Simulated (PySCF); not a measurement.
C₄H₆F₂, SMILES F[C@@H](/C=C\F)C.

Coordinates come from a r2SCAN-D4/def2-SVP optimisation. The structure was generated by enumeration; whether it is a known compound was not checked. Other conformers were not sampled.

Vertical ionisation energy (IE) and electron affinity (EA) in eV. Rows of orbital energies are one-electron estimates. Where ΔSCF, EOM or ADC give a negative EA the extra electron is unbound and the value depends on the basis.

```json
[
 {"level": "−ε(HOMO), −ε(LUMO), HF/def2-TZVP (PySCF)", "IE": "10.30", "EA": "-3.66"},
 {"level": "−ε(HOMO), −ε(LUMO), PBE/def2-TZVP (PySCF)", "IE": "(withheld)", "EA": "(withheld)"}
]
```

Q: Some entries are withheld; supply them. (The exact figures need the calculation; the answer reports its results.)

A: 
- −ε(HOMO), −ε(LUMO), PBE/def2-TZVP (PySCF), IE: 6.33
- −ε(HOMO), −ε(LUMO), PBE/def2-TZVP (PySCF), EA: 1.10
